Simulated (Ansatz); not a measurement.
Steps of a relaxation of `C[N](C)[Zn][OH]` with RKS PBE0-D4/def2-TZVP.

```sh
$ ansatz run in.yaml --threads 4 --pin off --events-out ev --progress --plain --max-ram 11315MiB
```

```yaml
crystal:
  periodic: [false, false, false]
  atoms:
    - {symbol: C, position_ang: [-1.126400, -1.008203, 0.158395]}
    - {symbol: N, position_ang: [-0.101612, -0.080095, -0.260731]}
    - {symbol: C, position_ang: [1.061440, -0.729999, -0.819399]}
    - {symbol: Zn, position_ang: [0.005330, 1.590813, 0.454466]}
    - {symbol: O, position_ang: [-0.016763, 3.317102, 0.897521]}
    - {symbol: H, position_ang: [-2.019598, -0.476480, 0.548486]}
    - {symbol: H, position_ang: [-1.475304, -1.637397, -0.699631]}
    - {symbol: H, position_ang: [-0.795359, -1.728191, 0.954417]}
    - {symbol: H, position_ang: [1.583285, -1.426237, -0.109081]}
    - {symbol: H, position_ang: [1.813321, 0.010869, -1.163708]}
    - {symbol: H, position_ang: [0.787400, -1.349097, -1.711290]}
    - {symbol: H, position_ang: [0.361360, 3.461815, 1.784455]}
basis:
  gaussian: {orbitals: def2-TZVP}
hamiltonian: {xc: pbe0, dispersion: d4}
relax: {f_tol: 0.005, max_steps: 150}
```

Positions (Å) and forces (eV/Å) along the path, 10 of 10 steps:

```xyz
12
step=1 energy=-54134.2641 eV
C    -1.126   -1.008    0.158   -0.287   -0.378    0.056
N    -0.102   -0.080   -0.261    0.097   -0.027    0.210
C     1.061   -0.730   -0.819    0.306   -0.302   -0.209
Zn    0.005    1.591    0.454   -0.093   -0.044   -0.219
O    -0.017    3.317    0.898    0.360   -0.162    0.759
H    -2.020   -0.476    0.548    0.456   -0.238   -0.197
H    -1.475   -1.637   -0.700    0.202    0.352    0.393
H    -0.795   -1.728    0.954   -0.104    0.424   -0.408
H     1.583   -1.426   -0.109   -0.321    0.396   -0.310
H     1.813    0.011   -1.164   -0.390   -0.346    0.180
H     0.787   -1.349   -1.711    0.086    0.336    0.445
H     0.361    3.462    1.784   -0.312   -0.010   -0.700
12
step=2 energy=-54134.3094 eV
C    -1.118   -1.009    0.155   -0.126   -0.145    0.028
N    -0.099   -0.079   -0.255    0.050    0.106    0.144
C     1.054   -0.733   -0.816    0.132   -0.112   -0.088
Zn    0.000    1.593    0.443   -0.062   -0.009   -0.143
O    -0.012    3.311    0.905    0.125   -0.176    0.229
H    -2.004   -0.487    0.540    0.128   -0.078   -0.054
H    -1.454   -1.627   -0.700    0.063    0.111    0.126
H    -0.781   -1.715    0.941   -0.033    0.131   -0.136
H     1.562   -1.418   -0.106   -0.106    0.122   -0.104
H     1.799   -0.004   -1.159   -0.106   -0.108    0.050
H     0.771   -1.344   -1.695    0.029    0.106    0.141
H     0.360    3.457    1.781   -0.092    0.051   -0.192
12
step=3 energy=-54134.3173 eV
C    -1.115   -1.011    0.156   -0.005   -0.007   -0.016
N    -0.093   -0.079   -0.241    0.023    0.082    0.076
C     1.052   -0.735   -0.813   -0.006   -0.007   -0.015
Zn   -0.005    1.595    0.434   -0.029    0.021   -0.060
O    -0.012    3.307    0.905    0.014   -0.111    0.000
H    -1.996   -0.495    0.543   -0.015    0.010    0.012
H    -1.445   -1.614   -0.703   -0.013   -0.012   -0.021
H    -0.777   -1.719    0.930    0.012   -0.015    0.016
H     1.552   -1.423   -0.111    0.007   -0.015    0.018
H     1.798   -0.012   -1.152    0.016    0.014   -0.002
H     0.760   -1.333   -1.689   -0.005   -0.011   -0.025
H     0.358    3.464    1.776    0.000    0.051    0.015
12
step=4 energy=-54134.3196 eV
C    -1.114   -1.017    0.161    0.011    0.033    0.017
N    -0.075   -0.092   -0.204   -0.004   -0.047   -0.022
C     1.057   -0.741   -0.809   -0.002    0.031    0.023
Zn   -0.007    1.593    0.428    0.008    0.098    0.045
O    -0.018    3.305    0.890    0.002   -0.031   -0.005
H    -1.977   -0.493    0.578   -0.023   -0.031    0.008
H    -1.467   -1.582   -0.715    0.003    0.009   -0.003
H    -0.783   -1.759    0.908   -0.004   -0.005   -0.007
H     1.548   -1.462   -0.134   -0.002   -0.005   -0.008
H     1.811   -0.011   -1.114    0.028   -0.024   -0.015
H     0.759   -1.299   -1.710   -0.006    0.007    0.001
H     0.343    3.503    1.756   -0.011   -0.035   -0.035
12
step=5 energy=-54134.3203 eV
C    -1.110   -1.016    0.166   -0.039   -0.112   -0.049
N    -0.067   -0.095   -0.188    0.012    0.179    0.080
C     1.058   -0.740   -0.803    0.014   -0.107   -0.073
Zn   -0.007    1.598    0.429    0.000   -0.061   -0.020
O    -0.025    3.310    0.873    0.003    0.050    0.022
H    -1.969   -0.505    0.608    0.008    0.022    0.004
H    -1.478   -1.555   -0.722   -0.002    0.003    0.021
H    -0.776   -1.782    0.886    0.005    0.005    0.003
H     1.532   -1.488   -0.146   -0.002    0.004    0.006
H     1.830   -0.022   -1.090   -0.008    0.021    0.011
H     0.755   -1.271   -1.720    0.016    0.005    0.013
H     0.334    3.511    1.739   -0.006   -0.010   -0.016
12
step=6 energy=-54134.3209 eV
C    -1.109   -1.020    0.166    0.009    0.058    0.023
N    -0.061   -0.094   -0.171    0.002   -0.044   -0.012
C     1.058   -0.744   -0.802    0.000    0.050    0.024
Zn   -0.006    1.604    0.431   -0.009   -0.122   -0.043
O    -0.031    3.317    0.867    0.000    0.066    0.016
H    -1.962   -0.510    0.620   -0.004   -0.003    0.001
H    -1.482   -1.544   -0.728    0.008    0.001   -0.003
H    -0.774   -1.796    0.875    0.001   -0.006   -0.008
H     1.526   -1.503   -0.152   -0.005   -0.006   -0.006
H     1.835   -0.026   -1.076    0.004   -0.001   -0.002
H     0.751   -1.259   -1.725   -0.007   -0.001    0.003
H     0.332    3.519    1.731    0.002    0.008    0.007
12
step=7 energy=-54134.3214 eV
C    -1.108   -1.020    0.169   -0.002    0.000    0.004
N    -0.056   -0.098   -0.162    0.000   -0.008   -0.002
C     1.060   -0.744   -0.800    0.004    0.001    0.002
Zn   -0.008    1.601    0.429   -0.002    0.005   -0.002
O    -0.033    3.318    0.860    0.000    0.002    0.000
H    -1.957   -0.510    0.630    0.002    0.000    0.000
H    -1.487   -1.533   -0.729   -0.001    0.000   -0.002
H    -0.776   -1.806    0.868    0.000   -0.001   -0.001
H     1.524   -1.513   -0.160   -0.001   -0.001    0.000
H     1.840   -0.026   -1.066    0.000   -0.001    0.001
H     0.751   -1.248   -1.729   -0.001    0.001   -0.002
H     0.327    3.522    1.724    0.001    0.002    0.002
12
step=8 energy=-54134.3215 eV
C    -1.108   -1.021    0.170    0.000   -0.001    0.000
N    -0.053   -0.100   -0.157    0.000    0.001    0.001
C     1.061   -0.745   -0.799    0.000   -0.001    0.000
Zn   -0.008    1.602    0.427   -0.001   -0.001   -0.002
O    -0.035    3.320    0.856    0.000    0.001    0.000
H    -1.954   -0.511    0.638    0.000    0.000    0.001
H    -1.490   -1.526   -0.731   -0.001    0.001    0.000
H    -0.776   -1.812    0.863    0.000    0.000    0.000
H     1.521   -1.520   -0.164    0.000    0.000    0.000
H     1.843   -0.028   -1.059    0.001    0.000    0.000
H     0.751   -1.241   -1.732    0.000    0.001   -0.001
H     0.325    3.525    1.720    0.000    0.001    0.001
12
step=9 energy=-54134.3215 eV
C    -1.106   -1.022    0.173   -0.003   -0.005    0.000
N    -0.046   -0.104   -0.142    0.000   -0.006   -0.002
C     1.062   -0.746   -0.796    0.003   -0.004   -0.003
Zn   -0.009    1.603    0.425    0.001    0.001    0.001
O    -0.040    3.323    0.846    0.001    0.000    0.002
H    -1.945   -0.515    0.657    0.004   -0.004   -0.002
H    -1.499   -1.508   -0.734    0.004    0.005    0.009
H    -0.775   -1.828    0.849   -0.003    0.007   -0.007
H     1.514   -1.537   -0.174   -0.004    0.007   -0.006
H     1.852   -0.032   -1.040   -0.003   -0.005    0.001
H     0.751   -1.222   -1.740    0.003    0.005    0.010
H     0.319    3.533    1.710   -0.001    0.000   -0.002
12
step=10 energy=-54134.3215 eV
C    -1.106   -1.022    0.173    0.000   -0.001   -0.002
N    -0.045   -0.104   -0.141    0.001    0.001    0.002
C     1.062   -0.746   -0.795   -0.001   -0.001   -0.001
Zn   -0.009    1.603    0.426    0.000    0.000    0.000
O    -0.040    3.323    0.845    0.000   -0.002    0.000
H    -1.944   -0.516    0.658    0.001    0.000    0.000
H    -1.500   -1.507   -0.734    0.000    0.001    0.001
H    -0.775   -1.830    0.847    0.000    0.002    0.000
H     1.513   -1.539   -0.175   -0.001    0.002    0.000
H     1.853   -0.032   -1.039    0.000   -0.001    0.000
H     0.750   -1.220   -1.740    0.001    0.001    0.000
H     0.318    3.534    1.709    0.000    0.000    0.000
```

Run time 48 s (4 threads of an Arm Neoverse V1 on a shared host); peak host memory 0.64 GiB.
